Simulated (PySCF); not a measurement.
These 2 structures share the formula C3H9FSi2. Method used: PBE0-D3(BJ)/def2-SVP geometry optimisation, gas phase (PySCF 2.14.0). One conformer each; no zero-point energy, no entropy. No frequencies were run at this level. Point groups hold within 0.08 Å.

Problem. Order them by energy at this level, lowest first, and give relative energies in kcal/mol.
A. `[F:1][C@@H:2]1[CH2:3][SiH2:4][CH2:5][SiH2:6]1` with F1–C2–C3–Si4 -67°, C2–C3–Si4–C5 -32°, C3–Si4–C5–Si6 3°, Si4–C5–Si6–C2 19°
B. `[F:1][C@H:2]1[CH2:3][CH2:4][SiH2:5][SiH2:6]1` with F1–C2–C3–C4 62°, C2–C3–C4–Si5 52°, C3–C4–Si5–Si6 -25°, C4–Si5–Si6–C2 -2°

Solution. A (0.0), B (8.0).

As drawn, the higher has an Si–Si bond, which the lower lacks.

```
                 SMILES      E (Eh)  E rel (kcal/mol)  dipole (D)  point group     A, B, C (MHz)
F[C@@H]1C[SiH2]C[SiH2]1  -797.75099               0.0        1.46           C1  2764, 2304, 1629
 F[C@H]1CC[SiH2][SiH2]1  -797.73824               8.0        1.46           C1  2883, 2121, 1528
```
